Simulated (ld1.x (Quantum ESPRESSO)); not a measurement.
## What one change does to a pseudopotential (Te (Z = 52), TM)

ld1.x (Quantum ESPRESSO) 7.5 input, shortened:

```
&input
   title='Te', zed=52., rel=1, dft='PBESOL', iswitch=3,
   config='[Kr] 4d10 5s1.75 5p4.25 5d-2'
 /
 &inputp
   pseudotype=2, tm=.true., lloc=0,
   nlcc=.false.
 /
3
5P  2  1   4.25   0.00  1.55  1.55  0.0
5D  3  2  -2.00   0.20  1.90  1.90  0.0
5S  1  0   1.75   0.00  1.80  1.80  0.0
 &test
   configts(1)='5s1.75 5p4.25'
 /
```

All-electron outer shells of the reference configuration (PBEsol, scalar-relativistic, ld1.x):

```tsv
shell	level (eV)	outermost node (bohr)	outermost maximum (bohr)
4p	-114.59	0.38	0.74
4d	-41.93	0.36	0.81
5s	-15.34	0.91	1.80
5p	-6.11	1.00	2.17
```

Change: type TM semilocal.

Cutoffs: the cutoffs (Ry, on a coarse ladder) from which the occupation-weighted sum of valence levels, in a spherical-Bessel basis at the reference potential, stays within 10 and 1 mRy of its value at 400 Ry; they do not see the model core or the augmentation charge, which bear on the density cutoff. Errors are all-electron minus pseudo energies relative to the spin-unpolarised reference configuration.

Q: Predict the effect on cutoff, ghosts and configuration errors.

A: The potential gets neither clearly harder nor softer (50 Ry and 120 Ry → 50 Ry and 120 Ry); the bound ghost in d, p disappears; of the 7 tests that both files solve, the error grows in 3 and shrinks in 3 by more than 15 % and 0.3 meV (median size 2.5 → 2.5 meV); the range in which the p phases agree narrows (upper end at the end of the scan → 0.8). A semilocal file is local in each channel, so a ghost entry of none says nothing of the separable form that plane-wave codes build from it.

| quantity | base | changed |
| --- | --- | --- |
| cutoff, loose | 50 Ry | 50 Ry |
| cutoff, tight | 120 Ry | 120 Ry |
| bound ghosts | p, d | none |
| error for 5s2 5p4, meV [ΔE -2.30 eV] | +1.5 | +1.8 |
| error for 5s2 5p3, meV [ΔE 7.45 eV] | -2.5 | -0.8 |
| error for 5s2 5p2, meV [ΔE 25.42 eV] | -19 | -8.4 |
| error for 5s2 5p1, meV [ΔE 52.38 eV] | -56 | -36 |
| error for 5s2 5p3.5, meV [ΔE 1.60 eV] | +0.4 | +0.5 |
| error for 5s2 5p4.3, meV [ΔE -3.77 eV] | +1.6 | +2.5 |
| error for 5s1 5p4, meV [ΔE 17.32 eV] | +9.2 | +24 |
| s: phases at 2.05 bohr within 0.05 rad from the reference energy up to (Ry; the scan ends near 5) | 4.2 | 4.2 |
| p: phases at 2.05 bohr within 0.05 rad from the reference energy up to (Ry; the scan ends near 5) | to the end of the scan | 0.8 |
| d: phases at 2.05 bohr within 0.05 rad from the reference energy up to (Ry; the scan ends near 5) | 1.3 | 0.7 |

 A true bound ghost makes a file unfit for plane-wave use even where its test errors are small: the radial tests pick states by their node count and pass the ghost by.
